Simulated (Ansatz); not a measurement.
Consider the silylene formation by 1,1-elimination: `C[SiH](Cl)[SnH3]` → `C[Si]Cl` + `[SnH4]`.

Isolated molecules relaxed with PBE0-D4/def2-TZVP in Ansatz; ΔE leaves out vibrations. CBS: MP2 limit from def2 TZ/QZ plus the TZ coupled-cluster correction, frozen cores. DFT in def2-TZVPP. Elements past krypton have def2 core potentials. For Sn outer-core shells are correlated without core-valence functions, which leaves a few kJ/mol of doubt a bond.

**Question.** Is it downhill or uphill in electronic energy at CCSD(T)/CBS, and by how much? (Best estimate.)

**Answer.** Ansatz gave: Uphill: ΔE = +52.1 kcal/mol.

**Question.** What do these levels give: PBE, BLYP, r2SCANh, RPA@PBE/def2-TZVPP, SCS-MP2/def2-TZVPP, HF/CBS(def2)? (An estimate is asked.)

**Answer.** Computed: PBE 48.6, BLYP 41.4, r2SCANh 53.9, RPA@PBE/def2-TZVPP 45.5, SCS-MP2/def2-TZVPP 50.8, HF/CBS(def2) 46.4 kcal/mol.

Largest T1 diagnostic among the species: 0.013.

From PBE to PBE0 (25 % exact exchange), in def2-TZVPP and without D4, ΔE moves by +3.1 kcal/mol. At CCSD(T), def2-SVP lies −5.4 kcal/mol from the extrapolated value and def2-TZVPP −2.8 kcal/mol. Leaving LDA and LC-ωPBE aside and taking each functional with its dispersion term where it has one, the values, not all of them listed here, spread over 9.4 kcal/mol, from BLYP-D4 to r2SCAN0-D4. LDA lies +6.3 kcal/mol from PBE without D4.
